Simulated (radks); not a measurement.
The nickel ion Ni+, configuration [Ar] 3d8 4p1 (not the ground configuration). Calculated with a radial shooting solver on a logarithmic mesh with Libxc functionals: scalar-relativistic Kohn-Sham, BLYP, spin-unpolarised, spherical densities, finite nucleus; Fermi nuclear charge, rms radius 3.7757 fm.

Unscreened Slater integrals over Kohn-Sham orbitals (hartree).

integral,value
"F0(4p,4p)",0.28329
"F2(4p,4p)",0.14747
"F0(4p,3d)",0.36762
"F2(4p,3d)",0.075310
"G1(4p,3d)",0.034226
"G3(4p,3d)",0.027215
"F0(4p,3p)",0.37360
"F2(4p,3p)",0.057661
"G0(4p,3p)",0.013727
"G2(4p,3p)",0.015468
"F0(4p,3s)",0.37458
"G1(4p,3s)",0.015600
"F0(3d,3d)",0.95229
"F2(3d,3d)",0.43112
"F4(3d,3d)",0.26645
"F0(3d,3p)",1.0439
"F2(3d,3p)",0.48567
"G1(3d,3p)",0.60099
"G3(3d,3p)",0.36249
"F0(3d,3s)",1.0659
"G2(3d,3s)",0.45405
"F0(3p,3p)",1.1616
"F2(3p,3p)",0.57916
"F0(3p,3s)",1.1881
"G1(3p,3s)",0.78567
"F0(3s,3s)",1.2170

Derived for the open shells (J is the average intra-shell exchange parameter used in DFT+U). 3d: Racah B = F2/49 - 5 F4/441 = 0.005777 hartree, C = 35 F4/441 = 0.02115 hartree, C/B = 3.66, F4/F2 = 0.618, J = (F2 + F4)/14 = 0.04983 hartree. 4p: J = F2/5 = 0.02949 hartree.
